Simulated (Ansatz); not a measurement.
Program: Ansatz. Geometries: PBE0-D4/def2-TZVP. ΔE: electronic, gas phase. CCSD(T)/CBS is the MP2 limit (def2-TZVPP, def2-QZVPP) plus CCSD(T) − MP2 in def2-TZVPP, frozen cores. DFT in def2-TZVPP. B3LYP here is the variant with VWN-RPA as its local correlation; programs differ in this. Elements past krypton have def2 core potentials. For Sn outer-core shells are correlated without core-valence functions, which leaves a few kJ/mol of doubt a bond. One conformer a species, not always the lowest.

`C[N](C)[Sn][NH2]` + `C[Si](C)(N)O` → `C[N](C)[Sn][OH]` + `C[Si](C)(N)N`  (redistribution)

`C[N](C)[Sn][NH2]`:

```xyz
13

C     0.223   -0.770   -0.861
N    -0.507    0.032    0.079
C    -1.926   -0.002   -0.154
Sn    0.227    1.181    1.589
N     2.189    0.881    1.198
H     0.149   -0.378   -1.887
H    -0.161   -1.802   -0.884
H     1.280   -0.827   -0.599
H    -2.191    0.385   -1.150
H    -2.457    0.606    0.586
H    -2.325   -1.025   -0.090
H     2.596    0.419    0.400
H     2.902    1.300    1.773
```

`C[Si](C)(N)O`:

Z-matrix (Å, degrees):
```
C
Si 1 1.861
H 1 1.093 2 111.1
H 1 1.093 2 110.7 3 120.1
H 1 1.093 2 111.0 3 -120.5
C 2 1.866 1 111.6 3 56.7
N 2 1.720 1 114.7 3 -63.9
O 2 1.654 1 103.5 3 177.4
H 6 1.093 2 110.3 1 58.8
H 6 1.094 2 111.5 1 -60.9
H 6 1.093 2 111.4 1 178.4
H 7 1.006 2 120.6 1 102.5
H 7 1.007 2 121.9 1 -47.6
H 8 0.959 2 115.2 1 166.2
```

`C[N](C)[Sn][OH]`:

```xyz
12

C    -1.076    0.195   -0.086
N     0.333    0.014    0.117
C     0.909    1.056    0.928
Sn    1.533   -1.472   -0.593
O     0.196   -2.469   -1.668
H    -1.616    0.252    0.871
H    -1.297    1.122   -0.637
H    -1.509   -0.635   -0.648
H     0.789    2.048    0.467
H     1.981    0.889    1.073
H     0.443    1.103    1.923
H    -0.688   -2.102   -1.747
```

`C[Si](C)(N)N`:

```xyz
15

C    -0.220    1.744   -0.110
Si    0.155   -0.077    0.111
C    -1.110   -1.074   -0.844
N     0.192   -0.330    1.812
N     1.684   -0.613   -0.466
H    -0.242    2.007   -1.171
H    -1.193    2.009    0.314
H     0.539    2.363    0.375
H    -2.124   -0.814   -0.530
H    -1.042   -0.887   -1.920
H    -0.972   -2.146   -0.680
H     0.406   -1.238    2.189
H    -0.413    0.191    2.424
H     2.536   -0.242   -0.078
H     1.805   -0.893   -1.425
```

```json
{"level": "PBE0-D4", "ΔE (kJ/mol)": "16.7"}
{"level": "ωB97X-V", "ΔE (kJ/mol)": "16.7"}
{"level": "PBE", "ΔE (kJ/mol)": "12.9"}
{"level": "PBE0", "ΔE (kJ/mol)": "16.9"}
{"level": "B3LYP", "ΔE (kJ/mol)": "15.9"}
{"level": "CCSD/def2-TZVPP", "ΔE (kJ/mol)": "20.7"}
{"level": "MP2/def2-QZVPP", "ΔE (kJ/mol)": "17.1"}
{"level": "SCS-MP2/def2-QZVPP", "ΔE (kJ/mol)": "16.9"}
```

Question: What does CCSD(T)/CBS give? (Estimate.)

Answer: Computed: +16.5 kJ/mol. The listed levels differ from it by 0.2, 0.2, -3.6, 0.4, -0.6, 4.2, 0.6, 0.4 kJ/mol.

Largest T1 diagnostic among the species: 0.017.

In def2-TZVPP, CCSD(T) changes the Hartree–Fock value by −3.9 kJ/mol (the triples alone add −1.0 kJ/mol) and MP2 by −4.4 kJ/mol. From PBE to PBE0 (25 % exact exchange), in def2-TZVPP and without D4, ΔE moves by +3.9 kJ/mol.

CCSD(T)/CBS has its own doubt, a few kJ/mol and more with outer-core shells, so smaller differences from it don't rank the levels.
